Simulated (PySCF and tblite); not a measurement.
C₇H₁₀F₂, numbered as in [F:1][C@@H:2]1[CH2:3][CH2:4][CH2:5][C@:6]2([F:7])[CH2:8][C@H:9]12.

Search: ETKDG and KDG, MMFF94s, GFN2-xTB, 60 starts; geometries at GFN2-xTB. Weights use PBE0-D3(BJ)/def2-SVP (IEF-PCM, chloroform) energies plus GFN2-xTB zero-point and thermal terms (modes under about 100 cm⁻¹ blended into free rotors). Symmetry numbers and mirror images are counted. Conformers within 2.5 kcal/mol (GFN2-xTB free energy) were kept, 2 at most. Couplings: B3LYP/6-31G* with pcJ-1 on H, F (gas phase; spin-dipole term only for pairs with B, N, F, Si or P). Couplings are for ¹⁹F, ¹H. H–H couplings come out 0.1 to 0.9 Hz lower than with pcJ-1 on all atoms. Of two unlike H on one atom, a is the less shielded (KT2/pcSseg-1 (IEF-PCM, chloroform)). Run with PySCF (density fitting) and tblite.

The 6-ring runs over atoms 2–3–4–5–6–9.

```csv
conformer,shape,weight %
1,"6-ring half-chair (ring torsions -67, 51, -21, 4, -18, 48°)",79.0
2,"6-ring half-chair (ring torsions 68, -50, 16, 2, 16, -49°)",21.0
```

Dihedral angles along the coupling paths:

```json
{"coupling": "³J(F1,H3b)", "conformer": "1", "dihedral (°)": "166"}
{"coupling": "³J(F1,H3b)", "conformer": "2", "dihedral (°)": "67"}
{"coupling": "³J(F1,H3a)", "conformer": "1", "dihedral (°)": "48"}
{"coupling": "³J(F1,H3a)", "conformer": "2", "dihedral (°)": "-50"}
{"coupling": "³J(F1,H9)", "conformer": "1", "dihedral (°)": "-111"}
{"coupling": "³J(F1,H9)", "conformer": "2", "dihedral (°)": "-78"}
{"coupling": "³J(H5b,F7)", "conformer": "1", "dihedral (°)": "-42"}
{"coupling": "³J(H5b,F7)", "conformer": "2", "dihedral (°)": "-6"}
{"coupling": "³J(H5a,F7)", "conformer": "1", "dihedral (°)": "75"}
{"coupling": "³J(H5a,F7)", "conformer": "2", "dihedral (°)": "111"}
{"coupling": "³J(F7,H8b)", "conformer": "1", "dihedral (°)": "-146"}
{"coupling": "³J(F7,H8b)", "conformer": "2", "dihedral (°)": "-145"}
{"coupling": "³J(F7,H8a)", "conformer": "1", "dihedral (°)": "-1"}
{"coupling": "³J(F7,H8a)", "conformer": "2", "dihedral (°)": "-1"}
```

(1) What are these vicinal couplings in each conformer, and averaged?

For its torsions the set is small; conformers may be missing.

Computed couplings to fluorine can be off by tens of per cent at such levels.

## Answers

(1) 
```json
{"coupling": "³J(F1,H3b)", "conformer": "1", "dihedral (°)": "166", "J (Hz)": "37.0", "average (Hz)": "29.5"}
{"coupling": "³J(F1,H3b)", "conformer": "2", "dihedral (°)": "67", "J (Hz)": "1.5", "average (Hz)": "29.5"}
{"coupling": "³J(F1,H3a)", "conformer": "1", "dihedral (°)": "48", "J (Hz)": "13.3", "average (Hz)": "13.3"}
{"coupling": "³J(F1,H3a)", "conformer": "2", "dihedral (°)": "-50", "J (Hz)": "13.2", "average (Hz)": "13.3"}
{"coupling": "³J(F1,H9)", "conformer": "1", "dihedral (°)": "-111", "J (Hz)": "4.3", "average (Hz)": "3.3"}
{"coupling": "³J(F1,H9)", "conformer": "2", "dihedral (°)": "-78", "J (Hz)": "-0.3", "average (Hz)": "3.3"}
{"coupling": "³J(H5b,F7)", "conformer": "1", "dihedral (°)": "-42", "J (Hz)": "14.6", "average (Hz)": "17.6"}
{"coupling": "³J(H5b,F7)", "conformer": "2", "dihedral (°)": "-6", "J (Hz)": "29.1", "average (Hz)": "17.6"}
{"coupling": "³J(H5a,F7)", "conformer": "1", "dihedral (°)": "75", "J (Hz)": "-1.7", "average (Hz)": "0.2"}
{"coupling": "³J(H5a,F7)", "conformer": "2", "dihedral (°)": "111", "J (Hz)": "7.4", "average (Hz)": "0.2"}
{"coupling": "³J(F7,H8b)", "conformer": "1", "dihedral (°)": "-146", "J (Hz)": "8.4", "average (Hz)": "7.9"}
{"coupling": "³J(F7,H8b)", "conformer": "2", "dihedral (°)": "-145", "J (Hz)": "6.1", "average (Hz)": "7.9"}
{"coupling": "³J(F7,H8a)", "conformer": "1", "dihedral (°)": "-1", "J (Hz)": "17.9", "average (Hz)": "17.8"}
{"coupling": "³J(F7,H8a)", "conformer": "2", "dihedral (°)": "-1", "J (Hz)": "17.5", "average (Hz)": "17.8"}
```


Conformer gaps in def2-SVP on xTB geometries can be 2 kcal/mol too large for S=O, P=O and other polar bonds.